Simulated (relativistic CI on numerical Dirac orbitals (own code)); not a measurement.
# Fe⁴⁺: resonant inelastic scattering at the M2,3 edge

Computed with this model: Dirac-Coulomb-Breit CI, orbitals from a KLI potential per configuration, QED by a radiative potential, Kramers-Heisenberg scattering through one core-hole configuration in a parametric crystal field, unscaled Slater integrals; configurations [Ar] 3d4 → [Ne] 3s2 3p5 3d5; 10 K; core-hole width 1.2 eV; summed over polarisations. Incident energies are the highest absorption maxima for each field (at most a few, so the weaker spin-orbit partner edge can be absent), on the computed scale of the free ion. Intensities are in per cent of the strongest line above 0.02 eV; levels within 1 cm⁻¹ are merged; final levels count from the ground level, the first row holds all elastic scattering, lines under 0.4 are left out and each table stops after 24 rows. The scale of the Slater integrals is a model choice and moves the terms in proportion.

Field parameters in Wybourne normalisation: Oh B⁴₀ = 21Dq, B⁴₄ = √(5/14) B⁴₀. The field is a parameter set, without covalency.

S is read from ⟨S²⟩ = S(S + 1).

Oh, 10Dq = 5000 cm⁻¹:

```csv
Final level (eV),Degeneracy,Irrep,S,62 eV,63.3 eV,73.4 eV
0.000,1,A1,2.00,192.1,62.5,64.5
0.004,3,T1,2.00,23.9,0.9,31.4
0.007,2,E,2.00,1.5,17.2,56.6
0.010,3,T2,2.00,1.6,1.3,12.3
0.603,3,T2,2.00,14.0,30.7,33.5
0.605,3,T1,2.00,31.3,13.4,47.8
0.608,1,A1,2.00,10.9,2.6,21.3
0.649,3,T1,2.00,68.4,33.9,100.0
0.651,2,E,2.00,3.8,4.0,12.9
0.678,3,T2,2.00,1.9,8.4,26.9
3.528,3,T1,1.00,0.1,0.0,0.8
4.799,3,,1.00,0.0,0.0,0.5
```

Oh, 10Dq = 11300 cm⁻¹:

```
Final level (eV)  Degeneracy  Irrep     S  62.3 eV  74 eV
           0.000           1     A1  2.00    233.3   66.8
           0.002           3     T1  2.00     13.3   19.4
           0.005           2      E  2.00     13.6   48.8
           0.007           3     T2  2.00      2.7   12.3
           0.009           1     A2  2.00      0.0    0.7
           1.378           3     T2  2.00     16.2   25.7
           1.379           3     T1  2.00     26.9   41.9
           1.379           1     A1  2.00      7.2   20.1
           1.424           3     T1  2.00     46.1  100.0
           1.424           2      E  2.00      6.9   20.1
           1.452           3     T2  2.00      1.9   35.3
           3.556           3     T1  1.00      0.2    0.5
```

For the first field the strongest loss at the lowest incident energy is the level at 0.65 eV (S = 2.00, against 2.00 in the thermal ground state).
